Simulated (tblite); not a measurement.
A geometry optimisation, step by step.

Compound: C₅H₁₀OS (charge +1 and doublet state).
Atom-mapped SMILES: `[CH3:1][O:2]/[CH:3]=[CH:4]\[CH2:5][CH2:6][SH+:7]` (hydrogens: H8, H9, H10 on C1; H11 on C3; H12 on C4; H13, H14 on C5; H15, H16 on C6; H17 on S7)
Bond orders are those of one Lewis drawing.

Computed with GFN2-xTB (tblite), gas phase: L-BFGS steps from a force-field or distance-geometry start until the largest atomic force falls under 0.01 eV/Å. 10 of its 128 geometries are shown.

Step 0: E = -614.5317 eV, largest atomic force 2.491 eV/Å
```
atom  x, y, z in Å  |  force x, y, z in eV/Å
C1      2.531    0.656    0.180    0.249  -0.667  -0.364
O2      1.827   -0.561   -0.061   -1.014   0.443   0.048
C3      0.870   -0.545   -1.040    2.418   0.481  -0.355
C4     -0.411   -0.766   -0.860   -0.950  -0.811   0.935
C5     -1.022   -1.104    0.471   -0.508   0.031  -0.265
C6     -2.051   -0.002    0.726   -0.864  -0.791  -0.865
S7     -1.167    1.567    0.760    0.754   0.992   0.298
H8      3.252    0.459    1.000   -0.573   0.095  -0.391
H9      3.104    0.882   -0.737   -0.184   0.432   0.293
H10     1.808    1.468    0.443    0.505  -0.444  -0.220
H11     1.205   -0.308   -2.062    0.164   0.288   0.376
H12    -1.083   -0.731   -1.698   -0.047  -0.030  -0.169
H13    -0.282   -1.198    1.283   -0.337  -0.068  -0.474
H14    -1.617   -2.026    0.308    0.530   0.112   0.430
H15    -2.622   -0.225    1.649    0.240   0.600  -0.450
H16    -2.691    0.003   -0.184   -0.093   0.130   0.847
H17    -1.658    2.445   -0.188   -0.289  -0.791   0.327
```

Step 14: E = -615.1446 eV, largest atomic force 0.366 eV/Å
```
atom  x, y, z in Å  |  force x, y, z in eV/Å
C1      2.561    0.629    0.163    0.214   0.037   0.028
O2      1.641   -0.431    0.086   -0.097   0.294  -0.023
C3      0.874   -0.460   -0.985   -0.025  -0.017   0.008
C4     -0.422   -0.859   -0.913   -0.127  -0.135   0.061
C5     -1.097   -1.147    0.388   -0.061   0.050   0.199
C6     -2.067   -0.014    0.683    0.132   0.257  -0.114
S7     -1.006    1.516    0.660   -0.291  -0.059  -0.214
H8      3.287    0.391    0.929    0.094  -0.100   0.219
H9      3.083    0.806   -0.777   -0.021   0.011  -0.162
H10     2.018    1.542    0.447    0.072  -0.048  -0.022
H11     1.298   -0.100   -1.924   -0.066   0.022   0.057
H12    -1.007   -0.917   -1.815   -0.043  -0.003  -0.079
H13    -0.345   -1.139    1.173    0.125  -0.227   0.145
H14    -1.614   -2.108    0.392   -0.011   0.000  -0.145
H15    -2.555   -0.085    1.663    0.110   0.002  -0.272
H16    -2.790    0.135   -0.117   -0.103  -0.227   0.167
H17    -1.866    2.250   -0.061    0.097   0.144   0.147
```

Step 28: E = -615.3773 eV, largest atomic force 0.192 eV/Å
```
atom  x, y, z in Å  |  force x, y, z in eV/Å
C1      2.657    0.661    0.173    0.008  -0.058  -0.030
O2      1.466   -0.092    0.201   -0.024   0.007   0.045
C3      0.808   -0.316   -0.910    0.046   0.089   0.050
C4     -0.411   -0.934   -0.896    0.065   0.059  -0.079
C5     -1.141   -1.216    0.373    0.141  -0.007  -0.069
C6     -2.053   -0.014    0.630    0.008  -0.002   0.012
S7     -1.073    1.498    0.265    0.077  -0.020  -0.042
H8      3.340    0.219    0.900   -0.001   0.018   0.029
H9      3.108    0.660   -0.818    0.076   0.026  -0.075
H10     2.442    1.693    0.469   -0.004  -0.019   0.039
H11     1.251    0.048   -1.837   -0.047  -0.184  -0.028
H12    -0.896   -1.141   -1.837   -0.017  -0.031  -0.032
H13    -0.419   -1.325    1.182    0.013   0.044   0.096
H14    -1.734   -2.130    0.305   -0.022   0.092  -0.040
H15    -2.403    0.048    1.657   -0.089  -0.014   0.036
H16    -2.889   -0.043   -0.064   -0.088   0.073   0.006
H17    -2.060    2.398    0.197   -0.143  -0.072   0.082
```

Step 42: E = -615.4233 eV, largest atomic force 0.112 eV/Å
```
atom  x, y, z in Å  |  force x, y, z in eV/Å
C1      2.701    0.667    0.162   -0.002  -0.011  -0.009
O2      1.454    0.008    0.187   -0.011  -0.047  -0.042
C3      0.852   -0.341   -0.925   -0.097   0.032  -0.039
C4     -0.387   -0.919   -0.913    0.006  -0.046   0.074
C5     -1.142   -1.173    0.347   -0.006   0.032   0.055
C6     -2.082    0.007    0.623   -0.034  -0.064   0.003
S7     -1.192    1.554    0.234    0.071   0.004  -0.019
H8      3.358    0.180    0.887   -0.042  -0.057  -0.014
H9      3.160    0.656   -0.827   -0.027   0.004  -0.018
H10     2.555    1.699    0.493   -0.015   0.021  -0.029
H11     1.343   -0.143   -1.876    0.062   0.005   0.050
H12    -0.851   -1.205   -1.844    0.104   0.035  -0.021
H13    -0.438   -1.275    1.176   -0.021   0.025  -0.001
H14    -1.740   -2.084    0.265    0.066   0.065   0.005
H15    -2.419    0.048    1.660   -0.022  -0.018  -0.052
H16    -2.940   -0.036   -0.047   -0.008  -0.032   0.013
H17    -2.240    2.369    0.390   -0.024   0.053   0.045
```

Step 56: E = -615.4360 eV, largest atomic force 0.060 eV/Å
```
atom  x, y, z in Å  |  force x, y, z in eV/Å
C1      2.708    0.658    0.149    0.031   0.040  -0.014
O2      1.432    0.068    0.185    0.006  -0.032   0.050
C3      0.865   -0.341   -0.925    0.010  -0.002  -0.003
C4     -0.364   -0.930   -0.914   -0.049   0.016  -0.014
C5     -1.135   -1.138    0.341   -0.001  -0.020   0.026
C6     -2.118    0.011    0.591    0.013   0.018  -0.009
S7     -1.268    1.583    0.224    0.034   0.025  -0.002
H8      3.353    0.128    0.855   -0.030  -0.024  -0.027
H9      3.139    0.631   -0.854    0.054   0.017   0.009
H10     2.621    1.693    0.488    0.000   0.037   0.007
H11     1.403   -0.199   -1.859   -0.004   0.000  -0.030
H12    -0.783   -1.258   -1.850   -0.032  -0.025  -0.025
H13    -0.439   -1.188    1.179    0.015  -0.001   0.037
H14    -1.699   -2.069    0.280   -0.022  -0.029   0.026
H15    -2.466    0.040    1.624   -0.035  -0.024  -0.016
H16    -2.971   -0.065   -0.082    0.014  -0.010  -0.039
H17    -2.284    2.389    0.555   -0.005   0.014   0.024
```

Step 71: E = -615.4566 eV, largest atomic force 0.069 eV/Å
```
atom  x, y, z in Å  |  force x, y, z in eV/Å
C1      2.734    0.657    0.109    0.009   0.020  -0.017
O2      1.440    0.106    0.138    0.022  -0.051  -0.001
C3      0.887   -0.385   -0.947    0.023   0.005  -0.004
C4     -0.343   -0.971   -0.889   -0.011   0.020  -0.006
C5     -1.107   -1.076    0.379    0.009  -0.003  -0.019
C6     -2.182    0.021    0.480    0.012   0.028   0.014
S7     -1.360    1.642    0.315   -0.034  -0.005   0.006
H8      3.366    0.070    0.783   -0.007   0.011  -0.003
H9      3.169    0.663   -0.892   -0.033   0.004  -0.014
H10     2.675    1.675    0.502    0.024   0.011  -0.004
H11     1.426   -0.307   -1.890   -0.017  -0.012   0.066
H12    -0.785   -1.337   -1.803   -0.001  -0.022   0.044
H13    -0.427   -0.977    1.227   -0.032  -0.022  -0.022
H14    -1.623   -2.038    0.431    0.022   0.006  -0.019
H15    -2.695   -0.016    1.440   -0.009  -0.008  -0.048
H16    -2.897   -0.087   -0.336    0.020   0.035   0.027
H17    -2.287    2.374    0.944    0.003  -0.016   0.001
```

Step 85: E = -615.4747 eV, largest atomic force 0.073 eV/Å
```
atom  x, y, z in Å  |  force x, y, z in eV/Å
C1      2.803    0.658    0.024    0.014   0.025  -0.005
O2      1.506    0.120    0.124    0.041   0.028   0.031
C3      0.956   -0.477   -0.904   -0.023   0.002   0.031
C4     -0.294   -1.011   -0.815    0.007  -0.009  -0.001
C5     -1.109   -0.958    0.413   -0.057   0.033  -0.012
C6     -2.259    0.082    0.317   -0.056  -0.020   0.007
S7     -1.622    1.776    0.495    0.015   0.015  -0.023
H8      3.488    0.040    0.612   -0.008   0.005   0.007
H9      3.151    0.709   -1.009    0.012  -0.011  -0.021
H10     2.780    1.657    0.463    0.018   0.013   0.019
H11     1.517   -0.526   -1.833    0.009  -0.022  -0.028
H12    -0.725   -1.471   -1.690    0.005   0.024  -0.031
H13    -0.488   -0.736    1.282   -0.049  -0.024  -0.036
H14    -1.605   -1.925    0.545    0.023   0.022   0.048
H15    -2.990   -0.096    1.101   -0.012  -0.017  -0.020
H16    -2.731    0.012   -0.662   -0.006  -0.029   0.034
H17    -2.384    2.158    1.527    0.065  -0.034   0.002
```

Step 99: E = -615.5001 eV, largest atomic force 0.091 eV/Å
```
atom  x, y, z in Å  |  force x, y, z in eV/Å
C1      2.860    0.681   -0.022    0.073   0.027   0.013
O2      1.551    0.186    0.163   -0.016  -0.024  -0.055
C3      0.973   -0.472   -0.814    0.010   0.025  -0.046
C4     -0.287   -0.985   -0.735    0.019   0.000  -0.022
C5     -1.175   -0.918    0.440    0.043   0.004  -0.027
C6     -2.351    0.080    0.224   -0.018   0.019  -0.004
S7     -1.790    1.785    0.455   -0.052   0.056  -0.025
H8      3.570    0.049    0.522   -0.057  -0.020   0.019
H9      3.148    0.721   -1.074   -0.039  -0.056  -0.016
H10     2.905    1.684    0.404   -0.058   0.022   0.067
H11     1.534   -0.597   -1.738    0.001   0.004   0.006
H12    -0.681   -1.448   -1.627   -0.015  -0.023   0.012
H13    -0.623   -0.651    1.341   -0.010  -0.001  -0.011
H14    -1.643   -1.898    0.574    0.002   0.026   0.039
H15    -3.154   -0.130    0.926    0.037   0.009   0.003
H16    -2.728    0.006   -0.796    0.047  -0.023   0.037
H17    -2.113    1.919    1.747    0.032  -0.044   0.011
```

Step 113: E = -615.5228 eV, largest atomic force 0.057 eV/Å
```
atom  x, y, z in Å  |  force x, y, z in eV/Å
C1      2.820    0.674    0.018   -0.005   0.018   0.000
O2      1.500    0.190    0.132    0.006   0.005  -0.015
C3      0.954   -0.463   -0.867   -0.030   0.003   0.015
C4     -0.306   -0.976   -0.775   -0.005  -0.001  -0.007
C5     -1.144   -0.881    0.435    0.012  -0.017  -0.011
C6     -2.358    0.066    0.225    0.008   0.009  -0.036
S7     -1.878    1.801    0.366   -0.012   0.019   0.052
H8      3.483    0.036    0.610    0.001  -0.001   0.003
H9      3.160    0.696   -1.018    0.020  -0.007   0.003
H10     2.839    1.679    0.444    0.000  -0.009   0.000
H11     1.534   -0.586   -1.779   -0.023  -0.004   0.002
H12    -0.733   -1.449   -1.647    0.034  -0.009   0.019
H13    -0.555   -0.556    1.293   -0.010   0.007  -0.009
H14    -1.572   -1.864    0.649   -0.004  -0.013  -0.011
H15    -3.122   -0.142    0.969   -0.011  -0.009   0.034
H16    -2.774   -0.066   -0.772    0.005   0.003  -0.003
H17    -1.855    1.853    1.707    0.012   0.007  -0.037
```

Step 127: E = -615.5242 eV, largest atomic force 0.009 eV/Å
```
atom  x, y, z in Å  |  force x, y, z in eV/Å
C1      2.820    0.677    0.022    0.001   0.002   0.003
O2      1.494    0.209    0.127    0.000   0.006  -0.001
C3      0.949   -0.450   -0.869   -0.006   0.000   0.004
C4     -0.307   -0.973   -0.777    0.000  -0.005   0.000
C5     -1.148   -0.884    0.430    0.001  -0.004  -0.002
C6     -2.366    0.062    0.230    0.005   0.003   0.001
S7     -1.898    1.802    0.346    0.004   0.004   0.002
H8      3.469    0.035    0.627   -0.003  -0.004   0.004
H9      3.175    0.686   -1.009    0.000   0.000   0.000
H10     2.847    1.683    0.444   -0.001   0.006  -0.006
H11     1.528   -0.576   -1.780    0.001  -0.003  -0.001
H12    -0.719   -1.461   -1.645   -0.002  -0.001  -0.004
H13    -0.564   -0.561    1.292    0.002   0.004   0.000
H14    -1.575   -1.869    0.637   -0.003  -0.006  -0.002
H15    -3.114   -0.143    0.993   -0.002  -0.002  -0.003
H16    -2.800   -0.081   -0.759    0.003   0.000   0.002
H17    -1.798    1.855    1.682    0.001  -0.001   0.002
```

Q: Summarise the path.

A: The energy falls by 0.9924 eV from step 0 to step 127; nine tenths of that is first reached at step 43. It rises by more than 0.2 meV at step 76. The largest force goes from 2.491 to 0.009 eV/Å. Among the bonds O2–C3 changes most, from 1.369 to 1.312 Å; the atoms move by 0.771 Å rms after alignment.

Q: Follow the three bonds and two angles with the largest change from start to end.

A: 
```tsv
step	E above end (eV)	largest force (eV/Å)	O2–C3 (Å)	C3=C4 (Å)	S7–H17 (Å)	C6–S7–H17 (°)	C4–C5–C6 (°)
0	0.9924	2.491	1.369	1.313	1.381	111.5	105.0
6	0.5390	0.491	1.328	1.349	1.344	100.6	107.2
11	0.4476	0.419	1.323	1.358	1.332	97.3	107.5
17	0.3164	0.549	1.315	1.364	1.332	96.3	107.6
22	0.2093	0.544	1.312	1.357	1.325	100.9	106.8
28	0.1468	0.192	1.311	1.368	1.338	99.8	106.6
33	0.1270	0.131	1.309	1.366	1.338	96.9	106.8
39	0.1087	0.162	1.311	1.366	1.336	94.9	108.4
44	0.0978	0.096	1.313	1.367	1.340	97.0	109.9
50	0.0924	0.066	1.311	1.365	1.340	96.6	110.7
55	0.0891	0.061	1.311	1.363	1.339	96.8	111.3
61	0.0812	0.150	1.314	1.364	1.339	96.9	110.6
66	0.0714	0.076	1.312	1.364	1.338	97.8	111.8
72	0.0666	0.072	1.312	1.364	1.339	97.6	111.4
77	0.0610	0.081	1.313	1.363	1.340	97.6	112.2
83	0.0524	0.201	1.311	1.362	1.346	97.8	112.6
88	0.0447	0.162	1.311	1.362	1.344	98.7	112.0
94	0.0320	0.104	1.311	1.364	1.336	98.3	111.7
99	0.0241	0.091	1.312	1.364	1.339	98.2	111.9
105	0.0155	0.176	1.310	1.363	1.346	97.7	112.3
110	0.0059	0.226	1.313	1.363	1.351	96.9	111.8
116	0.0009	0.026	1.312	1.363	1.340	97.0	111.7
121	0.0002	0.018	1.312	1.363	1.340	97.0	112.1
127	0.0000	0.009	1.312	1.363	1.340	97.0	112.2
```

What follows is the cost of the whole relaxation. On one thread of an Intel Xeon at 2.50 GHz (shared host), this took 2.8 s wall, 2.4 s CPU.
